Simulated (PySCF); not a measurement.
Input for PySCF: R-M06-2X/6-31G* on C2H10OSi (a complex), monomers drawn apart or pushed together.

```python
from pyscf import gto, scf, dft, mp
from pyscf.data.elements import chemcore

mol = gto.M(
    atom='''
    Si   -0.05350744   -0.06743010   -0.08312070
    H    -1.23488905    0.19413194    0.76714472
    H    -0.39871861    0.31536175   -1.47674465
    H     0.30812747   -1.49903288   -0.06645538
    H     1.08787252    0.76881701    0.34872434
    C     0.13381090    1.31959671    4.34724205
    C    -0.23820088   -0.14663696    4.21801337
    O     0.57141291   -0.84058791    3.26934531
    H    -0.52931497    1.82325625    5.05426885
    H     0.05927515    1.82283173    3.38263134
    H     1.15763281    1.43317344    4.71469027
    H    -0.18709140   -0.64360164    5.19417041
    H    -1.25944144   -0.25089050    3.85016775
    H     1.49663317   -0.73418319    3.51656235
    ''',
    basis='6-31g*',
    cart=True,
    charge=0, spin=0, verbose=3, max_memory=1800)
mf = dft.RKS(mol, xc='m062x')
mf.conv_tol = 1e-8
mf.max_cycle = 100
mf.kernel()
if not mf.converged:
    mf = mf.newton().run(mf.mo_coeff, mf.mo_occ)
```

Output:

```
converged SCF energy = -446.777071247799
```

The calculation finished and met its thresholds.

Cost: roughly 30 core-seconds.
